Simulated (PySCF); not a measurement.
Labels have come off several samples. The candidates:

A. SMILES FC1=CCC=C1
B. `InChI=1S/C3H9B/c1-3(2)4/h3H,4H2,1-2H3`
C. SMILES C[N+](C)([AlH3-])COC=O

Spectrum 1. ¹³C{¹H} NMR (computed): δ 162.3 (CH), 83.5 (CH2), 43.6 (CH3).

Spectrum 2. ¹³C{¹H} NMR (computed): δ 172.9 (C, d, J = 341.1 Hz), 143.0 (CH, d, J = 2.1 Hz), 135.6 (CH, d, J = 28.6 Hz), 109.4 (CH, d, J = 10.2 Hz), 39.5 (CH2, d, J = 6.0 Hz).

Spectrum 3. ¹³C{¹H} NMR (computed): δ 46.0 (CH), 21.9 (CH3).

PySCF calculation with J: B3LYP/pcJ-1 (spin–dipole term left out of most H,H and C,H couplings), geometry from PBE0-D3(BJ)/def2-SVP and NMR shieldings at PBE0/pcSseg-1/GIAO; single conformer, in vacuum, no relativistic terms, equivalent nuclei averaged.

δ = σ(ref) − σ, references computed at the same level: TMS for ¹³C. One-bond C–F couplings are unscaled and too large by tens of Hz. Carbons bonded to boron are broad in practice. Shifts are as computed. Against solution values, carbons near 30 ppm lie about +2 ppm off and those near 130 ppm about +5 ppm. Of 1309 compounds with measured shifts, 239 miss one by over three times the rms of a fit or turn the order of signals round; such compounds aren't used in these exercises.

Which spectrum belongs to which compound?

Answers

1–C, 2–A, 3–B.

- Spectrum 1 (C): 3 ¹³C signals; δC 162.3 is an ester carbonyl carbon; δC 83.5 is an sp3 CH2 bonded to N and O.
- Spectrum 2 (A): 5 ¹³C signals; δC 143.0 is an alkene CH; δC 135.6 is an alkene CH.
- Spectrum 3 (B): 2 ¹³C signals; δC 21.9 is a methyl carbon; δC 46.0 is an sp3 CH bonded to B.
